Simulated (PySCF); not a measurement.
Species: C5H11NOSi2.
Numbering: `[CH:1]#[C:2][Si@@H:3]1[CH2:4][CH2:5][Si@@H:6]([NH:7][CH3:8])[O:9]1` (hydrogens: H10 on C1; H11 on Si3; H12, H13 on C4; H14, H15 on C5; H16 on Si6; H17 on N7; H18, H19, H20 on C8)

Geometry (PBE0-D3(BJ)/def2-SVP, Å), atoms numbered from 1 in this order:
```xyz
20
C5H11NOSi2 angstrom
C      4.459    1.430   -0.072
C      3.409    0.860    0.161
Si     1.855   -0.052    0.497
C      1.291   -1.105   -0.969
C     -0.256   -1.084   -0.976
Si    -0.781    0.603   -0.294
N     -2.132    0.510    0.773
C     -3.452    0.072    0.393
O      0.563    1.005    0.630
H      5.382    1.944   -0.277
H      2.039   -0.809    1.767
H      1.685   -0.621   -1.879
H      1.699   -2.128   -0.961
H     -0.653   -1.843   -0.279
H     -0.662   -1.320   -1.972
H     -0.934    1.622   -1.382
H     -2.108    1.130    1.576
H     -4.097    0.872   -0.021
H     -3.987   -0.375    1.248
H     -3.383   -0.714   -0.376
```

Method: PBE0-D3(BJ)/def2-SVP geometry optimisation, gas phase in PySCF 2.14.0.

Masses are those of the commonest isotopes; rigid-rotor values at the optimised geometry. The values belong to one conformer with, in the numbering `[CH:1]#[C:2][Si@@H:3]1[CH2:4][CH2:5][Si@@H:6]([NH:7][CH3:8])[O:9]1`, C5–Si6–N7–C8 -64°, C2–Si3–C4–C5 -145°, Si3–C4–C5–Si6 32°, C4–C5–Si6–N7 -139°, C5–Si6–O9–Si3 6°.

(1) Give the principal moments of inertia and the rotational constants in GHz.

(2) Classify the top.

(3) What does the inertial defect say?

(4) Give the other two planar moments, Paa and Pbb, and the rms extents of the mass along the axes.

(5) Predict some low-J microwave lines.

(6) Estimate the classical rotational partition function at 10 K, 200 K and 298.15 K.

Answers

(1) Ia = 163.96, Ib = 827.24, Ic = 913.28 u·Å²; 505379 MHz·u·Å²/I gives 3082, 610.9 and 553.4 MHz, that is A = 3.0823, B = 0.6109, C = 0.5534 GHz.

(2) A near-prolate asymmetric top. Ray's parameter κ = (2B − A − C)/(A − C) = -0.954; −1 is the prolate and +1 the oblate limit.

(3) Not planar: Δ = Ic − Ia − Ib = -77.93 u·Å². For a rigid frame Δ = −2 Σ m c², so Σ m c² = 38.97 u·Å² lies off the ab plane: 14.32 from hydrogen and 24.64 from heavier atoms. The atom farthest from that plane is 2.12 Å away.

(4) Paa = Σ m a² = (Ib + Ic − Ia)/2 = 788.28 and Pbb = Σ m b² = (Ia + Ic − Ib)/2 = 125.00 u·Å². With the mass M = 157.04 u, the rms extents √(P/M) along a, b and c are 2.24, 0.89, 0.50 Å.

(5) The dipole components are |μa| = 0.89 D, |μb| = 0.94 D, |μc| = 0.12 D. The squared components, which scale the intensities, stand as 0.90 : 1.00 : 0.02 (a : b : c). Some lines, for components of 0.1 D or more:

```
type  branch         J(Ka,Kc)    MHz  lower level (cm⁻¹)
   a       Q  4(1,3) ← 4(1,4)    575               0.462
   c       Q  4(1,4) ← 4(0,4)   2225               0.388
   b       R  4(0,4) ← 3(1,3)   2315               0.311
   a       R  2(0,2) ← 1(0,1)   2328               0.039
   c       Q  3(1,3) ← 3(0,3)   2332               0.233
   b       Q  2(1,1) ← 2(0,2)   2587               0.116
   a       R  4(3,2) ← 3(3,1)   4659               0.984
   a       R  4(2,2) ← 3(2,1)   4666               0.567
   b       R  3(1,3) ← 2(0,2)   5821               0.116
   b       R  4(1,4) ← 3(0,3)   6872               0.233
   b       Q  3(2,1) ← 3(1,2)   7333               0.322
   b       Q  3(2,2) ← 3(1,3)   7674               0.311
   b       Q  4(2,3) ← 4(1,4)   7790               0.462
   c       R  2(2,0) ← 1(1,0)   9801               0.123
   b       R  3(2,2) ← 2(1,1)  10907               0.203
   c       R  3(2,2) ← 2(1,2)  11080               0.197
   b       R  3(3,1) ← 2(2,0)  15993               0.450
   c       R  3(3,1) ← 2(2,1)  15994               0.450
   b       Q  4(4,0) ← 4(3,1)  17499               1.139
   c       R  4(4,1) ← 3(3,1)  22158               0.984
```

(6) Point group C1, symmetry number σ = 1; q = (√π/σ)·√((kT/h)³/(ABC)), k/h = 20836.6 MHz/K: 5220 at 10 K, 467000 at 200 K, 850000 at 298.15 K.

Whether it is a minimum is left open (no frequencies). These are rigid-rotor constants of the computed structure; measured ground-state constants (B0) also hold zero-point vibration. A rigid rotor knows nothing of inversion at nitrogen or internal rotation, which can split or shift real lines. Quadrupole hyperfine structure (14N) is left out.

The run took 2.7 min wall on Intel Xeon Platinum 8488C, one thread, no GPU, shared host with 96 logical CPUs at a one-minute load of 21, and the process peaked at 0.87 GiB of memory. This is the geometry optimisation.
